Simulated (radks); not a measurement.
Polarisability of the zinc ion Zn2+, [Ar] 3d10, at imaginary frequency. Calculated with a radial shooting solver on a logarithmic mesh with Libxc functionals: scalar-relativistic Kohn-Sham, PBE, spin-polarised, spherical densities, finite nucleus; Fermi nuclear charge, rms radius 3.9283 fm. Response by self-consistent Sternheimer equations with the Hartree and adiabatic LDA kernel, the relativistic mass of each level held fixed and spin-orbit coupling left out.

| w (hartree) | alpha1(iw) (bohr^3) | alpha2(iw) (bohr^5) |
|---|---|---|
| 0.00266 | 3.052 | 10.69 |
| 0.0143 | 3.051 | 10.67 |
| 0.0360 | 3.046 | 10.59 |
| 0.0697 | 3.030 | 10.35 |
| 0.118 | 2.989 | 9.793 |
| 0.186 | 2.903 | 8.835 |
| 0.280 | 2.745 | 7.549 |
| 0.413 | 2.491 | 6.182 |
| 0.605 | 2.144 | 4.931 |
| 0.892 | 1.737 | 3.816 |
| 1.35 | 1.309 | 2.783 |
| 2.12 | 0.8892 | 1.824 |
| 3.59 | 0.5111 | 1.001 |
| 6.94 | 0.2184 | 0.4023 |
| 17.5 | 0.05156 | 0.08543 |

Static values: alpha1 = 3.052 bohr^3 (0.4523 angstrom^3; uncoupled 3.889), alpha2 = 10.69 bohr^5, alpha3 = 39.50 bohr^7. C6 = 8.231, C8 = 102.8, triple-dipole C9 = 16.48 atomic units. One-pole (London) frequency 4 C6 / (3 alpha1^2) = 1.178 hartree, against 1.134 for minus the highest occupied eigenvalue.
